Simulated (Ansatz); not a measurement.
Gas-phase electronic energies from Ansatz, PBE0-D4/def2-TZVP geometries. CCSD(T)/CBS is the MP2 limit (def2-TZVPP, def2-QZVPP) plus CCSD(T) − MP2 in def2-TZVPP, frozen cores. This one scheme is used for every species. Functionals use def2-TZVPP. B3LYP here is the variant with VWN-RPA as its local correlation; programs differ in this. For Se outer-core shells are correlated without core-valence functions, which leaves a few kJ/mol of doubt a bond. Scalar relativity is left out up to krypton. Each species was taken in one conformer, which may not be the lowest.

`[SeH]C1O[SiH2]1` + HCl → `ClC1O[SiH2]1` + H₂Se  (substitution at a C–Se bond)

`[SeH]C1O[SiH2]1`:

Z-matrix (Å, degrees):
```
C
O 1 1.465
Si 1 1.804 2 60.2
Se 1 1.925 2 117.0 3 -118.3
H 1 1.088 2 112.3 3 115.4
H 3 1.478 1 120.0 2 -101.8
H 3 1.479 1 123.5 2 99.0
H 4 1.469 1 96.4 2 77.1
```

HCl:

Cartesian coordinates in Å:
```
Cl 0.439 -0.284 0.368
H -0.439 0.284 -0.368
```

`ClC1O[SiH2]1`:

Z-matrix (Å, degrees):
```
C
O 1 1.432
Si 1 1.810 2 60.9
Cl 1 1.764 2 114.3 3 114.1
H 1 1.086 2 113.6 3 -119.7
H 3 1.475 1 120.2 2 100.6
H 3 1.478 1 123.0 2 -97.0
```

H₂Se:

```xyz
3

Se    0.223   -0.505   -0.405
H     0.104   -0.330    1.046
H    -0.327    0.835   -0.641
```

| level | ΔE (eV) |
| --- | --- |
| B3LYP-D4 | 0.15 |
| ωB97X-V | 0.13 |
| SCS-MP2/def2-TZVPP | 0.22 |
| CCSD/CBS(def2) | 0.18 |

What does CCSD(T)/CBS give? (An estimate is asked.)

Computed: +0.19 eV. The listed levels differ from it by -0.04, -0.06, 0.03, -0.01 eV.

Largest T1 diagnostic among the species: 0.014.

In def2-TZVPP, CCSD(T) changes the Hartree–Fock value by +0.12 eV (the triples alone add +0.01 eV) and MP2 by +0.16 eV. The D4 term adds +0.04 eV with B3LYP and +0.02 eV with PBE0; it sums over pairs of atoms, weighted by their polarisabilities, and B3LYP, whose exchange is more repulsive, gets the larger term.
